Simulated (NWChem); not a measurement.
System: C2H4BFO; SMILES CB(F)C=O

NWChem input:

```
start job
memory heap 200 mb stack 900 mb global 1100 mb
geometry units angstroms
  C     -1.795142    -0.386315    -0.068281
  B     -0.381414     0.302296    -0.075374
  F     -0.280060     1.606676     0.083054
  C      0.966936    -0.511856    -0.348625
  O      1.529458    -1.310643     0.358751
  H     -1.943941    -0.871469     0.896754
  H     -1.886648    -1.170738    -0.815047
  H     -2.605514     0.325060    -0.203574
  H      1.397204    -0.302066    -1.361833
end
basis spherical
  * library def2-svp
end
dft
  xc pbe0
  iterations 150
end
driver
  maxiter 120
end
task dft optimize
task dft freq
```

Excerpt of the output:

```
             Northwest Computational Chemistry Package (NWChem) 7.3.0
             --------------------------------------------------------

 C1  symmetry detected

                             Geometry "geometry" -> ""
                             -------------------------

 Output coordinates in angstroms (scale by  1.889725989 to convert to a.u.)

  No.       Tag          Charge          X              Y              Z
 ---- ---------------- ---------- -------------- -------------- --------------
    1 C                    6.0000    -1.30798134     1.19242682     0.02040130
    2 B                    5.0000     0.08862827     0.47213929    -0.03901032
    3 F                    9.0000     1.19765207     1.16439786     0.12719300
    4 C                    6.0000     0.23679430    -1.08359644    -0.37559683
    5 O                    8.0000    -0.05519579    -2.03896069     0.30034208
    6 H                    1.0000    -1.76905747     0.98412640     0.98623143
    7 H                    1.0000    -2.00450104     0.82590355    -0.72918075
    8 H                    1.0000    -1.22421146     2.27179683    -0.07448997
    9 H                    1.0000     0.64444847    -1.26340075    -1.40380952

 Effective nuclear repulsion energy (a.u.)     148.8728062294

                                Z-matrix (autoz)
                                --------

 Units are Angstrom for bonds and degrees for angles

      Type          Name      I     J     K     L     M      Value
      ----------- --------  ----- ----- ----- ----- ----- ----------
    1 Stretch                  1     2                       1.57253
    2 Stretch                  1     6                       1.09032
    3 Stretch                  1     7                       1.08690
    4 Stretch                  1     8                       1.08677
    5 Stretch                  2     3                       1.31787
    6 Stretch                  2     4                       1.59861
    7 Stretch                  4     5                       1.20618
    8 Stretch                  4     9                       1.12059
    9 Bend                     1     2     3               120.13343
   10 Bend                     1     2     4               122.41365
   11 Bend                     2     1     6               108.75556
   12 Bend                     2     1     7               112.86887
   13 Bend                     2     1     8               112.53006
   14 Bend                     2     4     5               129.07861
   15 Bend                     2     4     9               112.52332
   16 Bend                     3     2     4               117.37130
   17 Bend                     5     4     9               118.37054
   18 Bend                     6     1     7               105.99108
   19 Bend                     6     1     8               107.43874
   20 Bend                     7     1     8               108.91125
   21 Torsion                  1     2     4     5         -71.19222
   22 Torsion                  1     2     4     9         106.84048
   23 Torsion                  3     2     1     6        -102.91881
   24 Torsion                  3     2     1     7         139.76016
   25 Torsion                  3     2     1     8          15.99563
   26 Torsion                  3     2     4     5         112.09243
   27 Torsion                  3     2     4     9         -69.87487
   28 Torsion                  4     2     1     6          80.45400
   29 Torsion                  4     2     1     7         -36.86702
   30 Torsion                  4     2     1     8        -160.63156

                           NWChem Geometry Optimization
                           ----------------------------

 maximum gradient threshold         (gmax) =   0.000450
 rms gradient threshold             (grms) =   0.000300
 maximum cartesian step threshold   (xmax) =   0.001800
 rms cartesian step threshold       (xrms) =   0.001200
 fixed trust radius                (trust) =   0.300000
 source of zmatrix                         =   autoz

          -------------------
          Energy Minimization
          -------------------

 Using diagonal initial Hessian
 Scaling for Hessian diagonals: bonds = 1.00  angles = 0.25  torsions = 0.10

          --------
          Step   0

                                 NWChem DFT Module
                                 -----------------

 Summary of "ao basis" -> "ao basis" (spherical)
 ------------------------------------------------------------------------------
       Tag                 Description            Shells   Functions and Types
 ---------------- ------------------------------  ------  ---------------------
 C                          def2-svp                 6       14   3s2p1d
 B                          def2-svp                 6       14   3s2p1d
 F                          def2-svp                 6       14   3s2p1d
 O                          def2-svp                 6       14   3s2p1d
 H                          def2-svp                 3        5   2s1p

            General Information
            -------------------
          SCF calculation type: DFT
          Wavefunction type:  closed shell.
          No. of atoms     :     9
          No. of electrons :    38
           Alpha electrons :    19
            Beta electrons :    19
          Charge           :     0
          Spin multiplicity:     1
          Use of symmetry is: off; symmetry adaption is: off
          Maximum number of iterations: 150
          AO basis - number of functions:    90
                     number of shells:    42
          Convergence on energy requested:  1.00D-06
          Convergence on density requested:  1.00D-05
          Convergence on gradient requested:  5.00D-04

[...]

      ----------------------
      Optimization converged
      ----------------------

  Step       Energy      Delta E   Gmax     Grms     Xrms     Xmax
  ---- ---------------- -------- -------- -------- -------- --------
@   28    -278.06112142 -1.5D-07  0.00004  0.00001  0.00072  0.00152
                                     ok       ok       ok       ok

                                Z-matrix (autoz)
                                --------

 Units are Angstrom for bonds and degrees for angles

[...]

 Rotational Constants
 --------------------
 A=   0.266273 cm-1  (  0.383099 K)
 B=   0.127056 cm-1  (  0.182801 K)
 C=   0.087497 cm-1  (  0.125885 K)

 Temperature                      =   298.15K
 frequency scaling parameter      =   1.0000

 Zero-Point correction to Energy  =   38.660 kcal/mol  (  0.061608 au)
 Thermal correction to Energy     =   42.579 kcal/mol  (  0.067854 au)
 Thermal correction to Enthalpy   =   43.171 kcal/mol  (  0.068798 au)

 Total Entropy                    =   78.849 cal/mol-K
   - Translational                =   38.804 cal/mol-K (mol. weight =  74.0339)
   - Rotational                   =   25.791 cal/mol-K (symmetry #  =        1)
   - Vibrational                  =   14.253 cal/mol-K

 Cv (constant volume heat capacity) =   19.359 cal/mol-K
   - Translational                  =    2.979 cal/mol-K
   - Rotational                     =    2.979 cal/mol-K
   - Vibrational                    =   13.400 cal/mol-K

[normal modes left out]

 ----------------------------------------------------------------------------
 Normal Eigenvalue ||           Projected Infra Red Intensities
  Mode   [cm**-1]  || [atomic units] [(debye/angs)**2] [(KM/mol)] [arbitrary]
 ------ ---------- || -------------- ----------------- ---------- -----------
    1       -0.000 ||    0.000251           0.006         0.245       0.086
    2        0.000 ||    0.000149           0.003         0.145       0.051
    3        0.000 ||    0.000001           0.000         0.001       0.000
    4        0.000 ||    0.000255           0.006         0.248       0.087
    5        0.000 ||    0.000378           0.009         0.369       0.129
    6        0.000 ||    0.000098           0.002         0.096       0.033
    7       57.209 ||    0.008472           0.195         8.259       2.890
    8       85.129 ||    0.005243           0.121         5.111       1.788
    9      193.366 ||    0.010970           0.253        10.694       3.742
   10      361.411 ||    0.011263           0.260        10.980       3.842
   11      389.277 ||    0.005217           0.120         5.085       1.779
   12      498.357 ||    0.005923           0.137         5.774       2.020
   13      718.551 ||    0.013901           0.321        13.551       4.741
   14      737.472 ||    0.009989           0.230         9.737       3.407
   15      859.054 ||    0.012972           0.299        12.646       4.425
   16      980.123 ||    0.022085           0.510        21.530       7.533
   17     1167.878 ||    0.058839           1.357        57.359      20.069
   18     1289.985 ||    0.122583           2.828       119.500      41.812
   19     1369.295 ||    0.095634           2.206        93.228      32.620
   20     1407.028 ||    0.072826           1.680        70.994      24.840
   21     1423.063 ||    0.022811           0.526        22.238       7.781
   22     1442.807 ||    0.101041           2.331        98.500      34.464
   23     1834.646 ||    0.053559           1.236        52.212      18.269
   24     2865.537 ||    0.152280           3.513       148.450      51.942
   25     3048.487 ||    0.002125           0.049         2.071       0.725
   26     3137.614 ||    0.001949           0.045         1.900       0.665
   27     3189.547 ||    0.000763           0.018         0.744       0.260
 ----------------------------------------------------------------------------
```

Level: PBE0/def2-SVP.
